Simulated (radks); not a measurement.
Values are calculated unless marked as measured or tabulated.
Task: The mean radii <r> (bohr) of the occupied orbitals of an atom or ion are listed with their occupations. Level of theory: non-relativistic Kohn-Sham, Wu-Cohen GGA, spin-polarised, spherical densities, point nucleus (a radial shooting solver on a logarithmic mesh with Libxc functionals).

| orbital | occ. | <r> |
|---|---|---|
| 1s up | 1 | 0.05916 |
| 1s down | 1 | 0.05916 |
| 2s up | 1 | 0.2681 |
| 2s down | 1 | 0.2678 |
| 2p up | 3 | 0.2344 |
| 2p down | 3 | 0.2343 |
| 3s up | 1 | 0.7068 |
| 3s down | 1 | 0.7090 |
| 3p up | 2 | 0.7011 |

Name the element and its charge. Open shells, if any, are filled with parallel spins first.

Result: Z = 26, iron, charge +12: Fe12+ in [Ne] 3s2 3p2. The 1s radius gives Z: for a bare nucleus <r> = 1.5/Z, 0.05769 bohr for Z = 26, and screening makes it slightly larger (0.05916 here). The occupations add up to 14, and the charge is Z minus that.
